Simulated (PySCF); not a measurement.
Dissociation curve of NaI, singlet.

RKS-PBE = restricted PBE/def2-TZVP, def2 effective core potentials past Kr (PySCF); UKS-PBE = unrestricted PBE/def2-TZVP, def2 effective core potentials past Kr in PySCF; UKS-PBE0 = unrestricted PBE0/def2-TZVP, def2 effective core potentials past Kr (PySCF); UCCSD(T) = PySCF with CCSD(T) on UHF/def2-TZVP, 5 core orbitals frozen, def2 effective core potentials past Kr.

Energies relative to the lowest point of each curve near equilibrium, in mEh; the last columns give the difference from UCCSD(T):

```csv
R / Å,RKS-PBE,UKS-PBE,UKS-PBE0,UCCSD(T),RKS-PBE − UCCSD(T),UKS-PBE − UCCSD(T),UKS-PBE0 − UCCSD(T)
2.05,87.7,87.7,87.8,90.8,-3.1,-3.1,-3.0
2.19,45.4,45.4,45.1,47.0,-1.6,-1.6,-1.8
2.33,20.5,20.5,20.1,21.2,-0.7,-0.7,-1.1
2.42,10.9,10.9,10.5,11.3,-0.4,-0.4,-0.7
2.56,2.7,2.7,2.4,2.8,-0.1,-0.1,-0.3
2.65,0.5,0.5,0.4,0.5,0.0,0.0,-0.1
2.71,0.0,0.0,0.0,0.0,0.0,0.0,0.0
2.77,0.1,0.1,0.2,0.1,0.0,0.0,0.1
2.86,1.3,1.3,1.6,1.3,0.0,0.0,0.3
2.96,3.5,3.5,4.0,3.6,0.0,0.0,0.4
3.18,10.7,10.7,11.6,11.0,-0.3,-0.3,0.7
3.34,16.9,16.9,18.2,17.5,-0.6,-0.6,0.7
3.69,31.0,31.0,33.1,32.6,-1.6,-1.6,0.5
4.10,46.1,46.1,49.4,49.6,-3.5,-3.5,-0.2
4.52,58.8,58.8,63.5,64.8,-6.0,-6.0,-1.3
4.87,67.2,66.9,72.9,75.6,-8.4,-8.7,-2.7
5.47,—,75.9,83.7,90.8,—,-14.9,-7.1
6.00,—,80.8,89.7,—,—,—,—
6.57,—,84.2,93.9,—,—,—,—
7.40,—,87.2,97.7,—,—,—,—
8.19,—,88.9,99.9,—,—,—,—
```

RKS-PBE is furthest from UCCSD(T) at 4.87 (-8.4 mEh, below); its mean absolute difference over the points is 1.7 mEh.

UKS-PBE is furthest from UCCSD(T) at 5.47 (-14.9 mEh, below); its mean absolute difference over the points is 2.4 mEh.

UKS-PBE0 is furthest from UCCSD(T) at 5.47 (-7.1 mEh, below); its mean absolute difference over the points is 1.2 mEh.

A dash means that the run gave no value there, or that the column was ended at a point which the program doubted or which failed a test of continuity chosen for this set; such a test can also cut sound points.

The restricted form behind RKS-PBE keeps the bonding electrons paired and can't separate into open-shell fragments. The unrestricted determinant behind UKS-PBE, UKS-PBE0 is spin-contaminated at 4.87 to 8.19 Å (<S²> up to 0.6, against 0.00 for a pure singlet). At the longest distance UKS-PBE, UKS-PBE0 leaves fractional charges on the fragments, a sign of delocalisation error or of the restricted form. The unrestricted determinant behind UCCSD(T) is spin-contaminated at 6.00 to 8.19 Å (<S²> up to 1.0, against 0.00 for a pure singlet).
